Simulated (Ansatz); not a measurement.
Cost and result up the ladder for AsH2(iPr) (C3H9As) (13 atoms). Charge 0, multiplicity 1. Geometry: r2SCAN-D4/def2-SVP.

```xyz
13

As    0.8307   -0.2651    1.7326
H    -0.0645    0.6104    2.6065
H     0.1173   -1.5343    2.1928
C    -0.2665   -0.0373    0.0685
C     0.1393   -1.0970   -0.9514
C    -0.0783    1.3780   -0.4694
H    -1.3227   -0.1848    0.3497
H    -0.0215   -2.1191   -0.5726
H     1.2045   -1.0025   -1.2237
H    -0.4497   -0.9889   -1.8789
H    -0.6671    1.5243   -1.3917
H    -0.4004    2.1424    0.2557
H     0.9789    1.5738   -0.7181
```

Ansatz on 4 threads of Arm Neoverse V1 on a shared host. Times are rough, and most runs start from the orbitals of an earlier one. ωB97X-V/def2-TZVP serves as the yardstick here, not as an exact answer. Differences are given only for rows in sets of like size (and for xTB, whose basis is part of the method), since another set adds its own error. Binding counts from free atoms at the same level (As quartet, H doublet, C triplet; other spins of the atoms weren't run), without zero-point energy or a counterpoise term.

The 6-31G sets use Cartesian d functions. Correlated methods freeze 12 core orbitals; core or outer-core shells of As are correlated, in sets that lack core-valence functions.

Correlated methods converge slowly with the basis.

| level | functions | wall time |
| --- | --- | --- |
| HF/6-31G | 74 | 0.45 s |
| PBE-D4/def2-SVP | 119 | 1.2 s |
| PBE0-D4/def2-SVP | 119 | 1.6 s |
| PBE-D4/def2-TZVP | 195 | 1.8 s |
| BLYP-D4/def2-TZVP | 195 | 1.9 s |
| HF/def2-TZVP | 195 | 2.4 s |
| PBE0-D4/def2-TZVP | 195 | 2.6 s |
| BHLYP-D4/def2-TZVP | 195 | 3 s |
| r2SCAN-D4/def2-TZVP | 195 | 4.1 s |
| r2SCAN0-D4/def2-TZVP | 195 | 4.7 s |
| r2SCANh-D4/def2-TZVP (with forces) | 195 | 6.5 s |
| ωB97X-V/def2-TZVP | 195 | 8 s |
| B97M-V/def2-TZVP | 195 | 10 s |
| CCSD(T)/def2-TZVP | 195 | 83 s |

(1) Estimate what each level gives for the binding energy per atom (eV).

Results:

(1) 
```csv
level,binding energy per atom (eV),difference from ωB97X-V/def2-TZVP (eV)
HF/6-31G,2.60,–
PBE-D4/def2-SVP,3.76,–
PBE0-D4/def2-SVP,3.72,–
PBE-D4/def2-TZVP,3.74,0.04
BLYP-D4/def2-TZVP,3.68,-0.02
HF/def2-TZVP,2.73,-0.97
PBE0-D4/def2-TZVP,3.69,-0.01
BHLYP-D4/def2-TZVP,3.61,-0.09
r2SCAN-D4/def2-TZVP,3.69,-0.01
r2SCAN0-D4/def2-TZVP,3.65,-0.05
r2SCANh-D4/def2-TZVP (with forces),3.67,-0.03
ωB97X-V/def2-TZVP,3.70,0.00
B97M-V/def2-TZVP,3.69,-0.01
CCSD(T)/def2-TZVP,3.56,-0.14
```
